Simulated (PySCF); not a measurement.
# Working out the ionisation energy of Ga⁺

Ga⁺ [Ar] 3d10 4s2 (1S) → Ga²⁺ [Ar] 3d10 4s1 (2S). All numbers are calculated (PySCF 2.14, scalar relativity by spin-free X2C-1e, in ANO-RCC-VTZP (6s5p3d1f, 43 functions)). Frozen: [Ne]. Energies in hartree (1 hartree = 27.21139 eV):

| part | Ga⁺ (lower) | Ga²⁺ (upper) |
| --- | --- | --- |
| UHF | -1941.973353 | -1941.283519 |
| MP2 opposite-spin | -0.417324 | -0.377749 |
| MP2 same-spin | -0.227687 | -0.215412 |

**Question.** What does Hartree-Fock give?

**Answer.** (-1941.283519) − (-1941.973353) = 0.689834 hartree = 18.771 eV.

**Question.** What do MP2 and SCS-MP2 (6/5 opposite-spin, 1/3 same-spin) give?

**Answer.** The opposite-spin parts differ by 1.077 eV and the same-spin parts by 0.334 eV. MP2: 18.771 + (1.077) + (0.334) = 20.182 eV. SCS-MP2: 18.771 + 1.2 × (1.077) + (0.334)/3 = 20.175 eV.

Measured between the centres of the two terms (NIST): 20.515 eV, so MP2 (valence and next inner shell) is off by -0.333 eV.

What remains against the reference includes basis incompleteness, the frozen core and correlation beyond second order.
